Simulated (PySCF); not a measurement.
Gas-phase reaction: Ge2H6 = 2 GeH3

Computed with PySCF and rigid-rotor harmonic-oscillator thermochemistry at 1 bar. † marks an energy on the PBE0/def2-TZVP geometry and frequencies; other levels use their own. CCSD(T) freezes the core. Open shells (unrestricted): GeH3 (multiplicity 2); the rest are closed-shell singlets. B3LYP is the form with VWN-RPA correlation. Ge: all electrons, no relativistic terms. GeH3: computed as isolated molecules; such fragments, hydroxides, amides, oligomers or adducts are transient or little studied in the gas. CCSD(T) isn't extrapolated to the basis-set limit.

```tsv
level	ΔH°(298 K), kJ
B3LYP/def2-TZVP†	274
BLYP/def2-TZVP†	___
CCSD(T)/def2-TZVPP†	294
HF/def2-TZVP†	___
PBE/def2-TZVP†	___
PBE0/def2-TZVP	___
r2SCAN/def2-TZVP†	279
ωB97X-V/def2-TZVP†	304
```

**Question.** Complete the blanks.

**Answer.** 
- BLYP/def2-TZVP†, ΔH°(298 K), kJ: 266
- HF/def2-TZVP†, ΔH°(298 K), kJ: 203
- PBE/def2-TZVP†, ΔH°(298 K), kJ: 284
- PBE0/def2-TZVP, ΔH°(298 K), kJ: 285
